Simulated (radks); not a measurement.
Initial-state core-level shifts of the niobium ion Nb2+ when its valence configuration changes from [Kr] 4d3. Calculated with a radial shooting solver on a logarithmic mesh with Libxc functionals: Dirac Kohn-Sham, BLYP, spin-unpolarised, spherical densities, finite nucleus; open shells are shared between the two j in proportion to 2j + 1; Fermi nuclear charge, rms radius 4.324 fm. Shifts are changes of the shell-averaged eigenvalues in eV (positive: less bound); the change of the density at the nucleus, which sets a Mossbauer isomer shift, is in e/bohr^3, on a base of 8.252e+04.

| valence | 2s | 3s | 3d | 4p | density at nucleus |
|---|---|---|---|---|---|
| 4d2 5s1 | -4.187 | -4.067 | -4.093 | -3.427 | +19.413 |
| 4d2 5p1 | -5.325 | -5.214 | -5.237 | -4.517 | +2.698 |
| 4d1 5s2 | -8.859 | -8.565 | -8.623 | -7.084 | +42.618 |
| 4d1 5s1 5p1 | -9.999 | -9.711 | -9.767 | -8.153 | +24.821 |
| 4d1 5p2 | -11.111 | -10.829 | -10.883 | -9.192 | +6.176 |
| 4d2.5 5s0.5 | -2.030 | -1.976 | -1.988 | -1.680 | +9.262 |
| 4d0.5 5s2 5p0.5 | -11.937 | -11.536 | -11.610 | -9.509 | +46.661 |
| 4d1.5 5s0.5 5p1 | -7.605 | -7.413 | -7.452 | -6.312 | +13.278 |
| 5s2 5p1 | -15.110 | -14.584 | -14.677 | -11.947 | +50.916 |
